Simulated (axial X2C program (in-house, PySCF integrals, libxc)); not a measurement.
AlIn: properties at the nuclei

Calculated with an in-house all-electron X2C program for linear molecules (integrals from PySCF): two-component X2C with atomic mean-field Coulomb and Gaunt terms, Gaussian nuclei, basis In dyall-cv3z, Al dyall-v3z with contracted cores.

R = 2.643 Å (near the PBE0 minimum at charge 0 of the determinant lowest at the starting distance; the state shown can have its own minimum elsewhere).

Determinant lowest in the PBE0 search, Ω = 1 (⟨Sz⟩ = 0.95, ⟨Lz⟩ = 0.05 at PBE0), spin on the atoms In 0.44, Al 0.51:

```tsv
level	Eeff magnitude (GV/cm)	Ws magnitude In (kHz)	A∥/gI In (MHz)	qzz In (a.u.)	A∥/gI Al (MHz)	qzz Al (a.u.)	μ (D)
PBE0	1.55	0.778	-445	1.15	-48.1	0.34	-0.50
HF	9.19	5.28	-249	-1.57	43.5	-0.20	-0.42
LDA	1.15	0.552	-448	1.37	-28.5	0.37	-0.15
r2SCAN	1.02	0.475	-513	1.29	-47.9	0.36	-0.36
PBE	0.815	0.364	-416	1.27	-57.8	0.37	-0.48
```

Determinant 0.10 eV from it at PBE0 and this distance, Ω = 2 (⟨Sz⟩ = 0.98, ⟨Lz⟩ = 1.02 at PBE0), spin on the atoms In 0.43, Al 0.55:

```json
{"level": "PBE0", "Eeff magnitude (GV/cm)": "4.46", "Ws magnitude In (kHz)": "1.35", "A∥/gI In (MHz)": "105", "qzz In (a.u.)": "-3.82", "A∥/gI Al (MHz)": "18.2", "qzz Al (a.u.)": "-0.66", "μ (D)": "-0.42"}
{"level": "HF", "Eeff magnitude (GV/cm)": "8.03", "Ws magnitude In (kHz)": "2.41", "A∥/gI In (MHz)": "-53.6", "qzz In (a.u.)": "-3.99", "A∥/gI Al (MHz)": "-8.87", "qzz Al (a.u.)": "-0.69", "μ (D)": "-0.36"}
{"level": "LDA", "Eeff magnitude (GV/cm)": "3.9", "Ws magnitude In (kHz)": "1.18", "A∥/gI In (MHz)": "216", "qzz In (a.u.)": "-3.60", "A∥/gI Al (MHz)": "42.7", "qzz Al (a.u.)": "-0.65", "μ (D)": "-0.15"}
{"level": "r2SCAN", "Eeff magnitude (GV/cm)": "3.84", "Ws magnitude In (kHz)": "1.19", "A∥/gI In (MHz)": "51", "qzz In (a.u.)": "-3.89", "A∥/gI Al (MHz)": "25.7", "qzz Al (a.u.)": "-0.69", "μ (D)": "-0.31"}
{"level": "PBE", "Eeff magnitude (GV/cm)": "3.76", "Ws magnitude In (kHz)": "1.15", "A∥/gI In (MHz)": "147", "qzz In (a.u.)": "-3.68", "A∥/gI Al (MHz)": "25.2", "qzz Al (a.u.)": "-0.66", "μ (D)": "-0.40"}
```

Eeff is the effective electric field on the electron electric dipole moment in this Ω state and Ws the scalar–pseudoscalar constant of the nucleus named (defined with the proton number Z and per Ω); A∥ (defined per Ω) follows by multiplying with gI = μI/(I μN); qzz is the electric field gradient, eQq0 = 234.96 MHz × Q/barn × qzz; μ is positive if the Al end (last atom) is positive. The operators were transformed with the bare-nucleus X2C matrices; with these basis sets, hyperfine constants and field gradients can be off by tens of per cent, and where levels differ in sign neither size nor sign is settled.

Each state is one determinant with collinear spin, which with several unpaired electrons need not be a pure state. Unrestricted Hartree–Fock can overshoot spin polarisation at the nuclei. With several open shells hyperfine constants can be off by a factor of several. Where Eeff spreads by more than a factor of two the levels disagree and none is to be relied on. Open-shell Ω = 0 determinants with evenly filled partner blocks cannot be reached by this program, so the Ω shown need not be the lowest component. States lie within half an eV, so the first need not be the ground state. Further determinants of the search, some of them spin-mixed, are not shown. Where a field gradient or hyperfine factor spreads by more than a factor of two over the levels, a constant derived from it is not to be relied on. PBE0 term energies can be off by some tenths of an eV.
